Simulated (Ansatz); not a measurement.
Species: WBr, net charge 0, sextet state. The spin state was set by rule; other spins were not relaxed. 
Structure (B3LYP-D3(BJ)/def2-TZVP (Ansatz, an electronic-structure program) minimum search):
SMILES: [Br][W]
```xyz
2

W      0.0000     0.0000    -0.7855
Br     0.0000     0.0000     1.6608
```
Charge 0, spin multiplicity 6.

Parts of the frozen-core correlation energy in def2-TZVPP (Ansatz, hartree). Frozen orbitals: 18; correlated occupied orbitals by spin: 9 and 4; virtual: 77 and 82. Open shells are spin-unrestricted. Spin-orbit coupling is left out. In def2 rows, elements after Kr have scalar-relativistic effective core potentials.

| term | value |
|---|---|
| reference (HF) | -2638.84820 |
| MP2 opposite-spin | -0.14443 |
| MP2 same-spin | -0.10505 |
| CCSD correlation | -0.27023 |
| (T) | -0.01151 |
| T1 diagnostic | 0.023 |
| largest doubles amplitude | 0.033 |
| <S^2> of the reference | 8.770 |
